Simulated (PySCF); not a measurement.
## A small calculation by hand: oscillator strength and radiative lifetime

AlCl2HS, SMILES [SH][Al]([Cl])[Cl].

Coordinates come from a B3LYP-D3(BJ)/def2-SVP optimisation. Other conformers were not sampled.

TDDFT-M06-2X/def2-SVPD (PySCF 2.14.0) puts the first singlet state with f over 0.02 at 5.73 eV (vertical), with the transition dipole (0.000, 0.000, -0.405) in atomic units.

Problem. Find the oscillator strength, the wavelength and the radiative lifetime that this transition would have in vacuum if emission retraced absorption.

Solution. 
|μ|² = 0.1640 au, so |μ| = 1.03 D. ΔE = 5.73/27.211 = 0.2106 hartree. f = (2/3) ΔE |μ|² = 0.023 (the program prints 0.023).
λ = 1239.84/5.73 = 216 nm; ν = 46216 cm⁻¹.
Einstein's coefficient A = 0.6670 ν² f s⁻¹ (ν in cm⁻¹) = 3.3e7 s⁻¹, so τ = 1/A = 30 ns. This state is S1. The figure is the radiative limit of this one transition; relaxation, internal conversion, crossing to triplets and a medium change what is measured.
